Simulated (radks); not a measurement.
Removal energies from the europium ion Eu4+, [Xe] 4f(5/2: 5, 7/2: 0), by Delta-SCF beside the eigenvalue of the level emptied. All-electron calculation, Dirac Kohn-Sham, relativistic LDA (MacDonald-Vosko exchange, VWN5 correlation), spin-unpolarised, spherical densities, finite nucleus; Fermi nuclear charge, rms radius of each element as measured or else 0.836 A^(1/3) + 0.57 fm. Program: a radial shooting solver on a logarithmic mesh with Libxc functionals. Sub-shells are occupied by j as written (lower j first in brackets).

[
 {"removed from": "4f5/2", "final configuration": "[Xe] 4f(5/2: 4, 7/2: 0)", "Delta-SCF (eV)": "64.344", "-eigenvalue (eV)": "53.516"},
 {"removed from": "5p3/2", "final configuration": "[Kr] 4d10 4f(5/2: 5, 7/2: 0) 5s2 5p(1/2: 2, 3/2: 3)", "Delta-SCF (eV)": "71.813", "-eigenvalue (eV)": "64.744"},
 {"removed from": "5p1/2", "final configuration": "[Kr] 4d10 4f(5/2: 5, 7/2: 0) 5s2 5p(1/2: 1, 3/2: 4)", "Delta-SCF (eV)": "76.776", "-eigenvalue (eV)": "69.426"},
 {"removed from": "5s1/2", "final configuration": "[Kr] 4d10 4f(5/2: 5, 7/2: 0) 5s1 5p6", "Delta-SCF (eV)": "96.873", "-eigenvalue (eV)": "89.010"}
]
